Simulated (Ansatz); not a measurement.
A run for Ansatz (a first-principles code): R-wB97X-V/def2-TZVPPD on N4 (a complex). Files ending in .json are basis or fitting sets from the Basis Set Exchange.

Ansatz 0.2 input:
```yaml
crystal:
  periodic: [false, false, false]
  atoms:
    - {symbol: N, position_ang: [-0.38463901, -0.10116271, -0.56541468]}
    - {symbol: N, position_ang: [0.45101972, 0.14816541, 0.08987410]}
    - {symbol: N, position_ang: [-0.43060379, -0.20177426, 3.30949930]}
    - {symbol: N, position_ang: [0.36422308, 0.15477156, 3.96604128]}
basis:
  gaussian:
    orbitals: def2-TZVPPD.json
hamiltonian:
  xc: {name: wB97X-V}
scf: {lower_state_search: off}
```

The head of its log:

```
WARN ansatz: RAYON_NUM_THREADS=1 ignored (pool sized by the plan → 1); use --threads N
Functional definition: wB97X-V
these checks for a lower state are left out or cut short: stability, starts, cluster_reference, orbital_swaps, neighbouring_geometries, increment
integrals: 0.06 GiB planned
716 factors; their error is unknown
integrals: 0.09 GiB planned
156 factors; integrals over basis functions are off by at most 2.3e-5 eV
mean field: 0.54 GiB planned
mean field evaluation 1: about -5960.6556 eV, gradient 2.2e1 eV
mean field evaluation 2: about -5961.3758 eV, gradient 8.4e0 eV
```

Task: What total energy does the run end on?

Result: -219.0815 hartree.
